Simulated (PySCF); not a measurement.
Ge(H)(Br)(Me)2 (C2H7BrGe), SMILES [CH3][GeH]([CH3])[Br]. Atoms are numbered in the order given.

```xyz
11

Ge     0.7776     0.3284     0.0000
C      1.5066    -0.4759     1.6314
C      1.5066    -0.4759    -1.6314
Br    -1.5368    -0.0823     0.0000
H      0.9328     1.8748     0.0000
H      2.5984    -0.2901     1.6856
H      1.0214    -0.0379     2.5242
H      1.3255    -1.5679     1.6244
H      1.0214    -0.0379    -2.5242
H      2.5984    -0.2901    -1.6856
H      1.3255    -1.5679    -1.6244
```
Charge 0, spin multiplicity 1.

The structure is a stationary point at PBE-D3(BJ)/def2-SVP.

Computed with PySCF 2.14.0 with TDA-CAM-B3LYP/def2-SVPD.

Vertical excitations. The molecule is in vacuum. State labels are in the subgroup Cs.

Computed excitation energies, oscillator strengths and character:
```tsv
state	symmetry	energy (eV)	λ (nm)	f	main pairs
S1	A"	6.37	195	0.021	HOMO→LUMO 91 %
S2	A'	6.37	195	0.022	HOMO−1→LUMO 91 %
S3	A"	7.54	164	0.083	HOMO→LUMO+1 81 %
S4	A'	7.59	163	0.030	HOMO−1→LUMO+1 74 %, HOMO−1→LUMO+3 15 %
S5	A"	7.96	156	0.000	HOMO−3→LUMO 62 %, HOMO→LUMO+3 26 %
S6	A'	8.05	154	0.035	HOMO→LUMO+2 43 %, HOMO−2→LUMO 29 %, HOMO−1→LUMO+3 14 %
S7	A"	8.06	154	0.023	HOMO−1→LUMO+2 87 %
S8	A'	8.09	153	0.001	HOMO→LUMO+2 31 %, HOMO−1→LUMO+3 28 %, HOMO−4→LUMO 24 %
S9	A"	8.21	151	0.037	HOMO→LUMO+3 56 %, HOMO−3→LUMO 25 %
S10	A'	8.32	149	0.096	HOMO−4→LUMO 60 %, HOMO−1→LUMO+3 23 %
T1	A'	5.87	211	0	HOMO−1→LUMO 89 %
T2	A"	5.89	211	0	HOMO→LUMO 88 %
T3	A'	7.04	176	0	HOMO−2→LUMO 81 %
T4	A'	7.35	169	0	HOMO−1→LUMO+1 56 %, HOMO−1→LUMO+3 18 %, HOMO−4→LUMO 12 %
```
Triplets are in the Tamm–Dancoff approximation.
